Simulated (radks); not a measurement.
Task: Valence configurations of Sc II (all share [Ar]). Calculated with a radial shooting solver on a logarithmic mesh with Libxc functionals: non-relativistic Kohn-Sham, PBE, spin-unpolarised, spherical densities, point nucleus. Order these by energy: 4s1 4p1; 3d1 4p1; 3d2; 4p2; 3d0.5 4s1.5; 3d1 4s0.5 4p0.5; 3d0.5 4s1 4p0.5; 4s2; 3d1 4s1; 3d0.5 4s0.5 4p1.

Result: From the lowest, in eV above it: 3d1 4s1 0.000; 3d0.5 4s1.5 0.513; 3d2 0.528; 3d1 4s0.5 4p0.5 1.679; 4s2 1.707; 3d0.5 4s1 4p0.5 2.299; 3d1 4p1 3.368; 3d0.5 4s0.5 4p1 4.097; 4s1 4p1 5.520; 4p2 9.385. NIST lists [Ar] 3d1 4s1 as the ground configuration; this level of theory agrees among the configurations tried. The energies are those of spherical spin-averaged densities, not of single terms.
